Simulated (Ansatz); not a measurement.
`C=[C](F)[GeH2][CH3]` + `N#[C][AlH2]` → `[CH3][GeH2][AlH][C]#N` + `C=CF`  (formal exchange of groups at a Ge–C bond)

Gas-phase electronic energies from Ansatz, PBE0-D4/def2-TZVP geometries. CCSD(T)/CBS adds triple-zeta CCSD(T) − MP2 to the extrapolated MP2 energy (def2 sets, frozen cores). This one scheme is used for every species. DFT in def2-TZVPP. For Ge outer-core shells are correlated without core-valence functions, which leaves a few kJ/mol of doubt a bond. Scalar relativity is left out up to krypton. One conformer a species, not always the lowest.

| level | ΔE (kcal/mol) |
| --- | --- |
| ωB97M-V | -9.1 |
| PBE | -12.7 |
| MP2/def2-QZVPP | -8.5 |
| MP2/CBS(def2) | -8.7 |

Q: What does CCSD(T)/CBS give? (Estimate.)

A: The calculation gave: -9.7 kcal/mol. The listed levels differ from it by 0.6, -3.0, 1.2, 1.0 kcal/mol.

Largest T1 diagnostic among the species: 0.013.

The D4 term adds +0.9 kcal/mol with B3LYP and +0.4 kcal/mol with PBE0; it sums over pairs of atoms, weighted by their polarisabilities, and B3LYP, whose exchange is more repulsive, gets the larger term.

B3LYP here is the variant with VWN-RPA as its local correlation; programs differ in this.
